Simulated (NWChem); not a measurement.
System: CHBrF2; SMILES FC(F)Br

NWChem input:

```
start job
memory heap 200 mb stack 900 mb global 1100 mb
geometry units angstroms
  F     -0.146487     1.509083     1.079602
  C      0.377340     0.943523     0.000000
  F     -0.146487     1.509083    -1.079602
  Br    -0.019731    -0.956851     0.000000
  H      1.471976     1.055418     0.000000
end
basis spherical
  * library 6-31g*
end
dft
  xc hfexch
  iterations 150
end
driver
  maxiter 120
end
task dft optimize
task dft freq
```

This build's default masses of Se (78.918 u) and Br (79.917 u) are each other's, which moves their modes by up to 0.6 %.

The level has its own optimisation; frequencies are unscaled.

Problem. Predict the main results of this run. (Hartree-Fock/6-31G* (spherical d).) Quantities: r C–F (Å); r Br–C (Å); r C–H (Å); highest harmonic frequency (cm⁻¹); lowest (cm⁻¹); zero-point energy (kcal/mol); dipole (D).

Solution. 
```yaml
r C–F (Å): 1.320
r Br–C (Å): 1.929
r C–H (Å): 1.073
highest harmonic frequency (cm⁻¹): 3403
lowest (cm⁻¹): 344
zero-point energy (kcal/mol): 15.8
dipole (D): 1.59
```
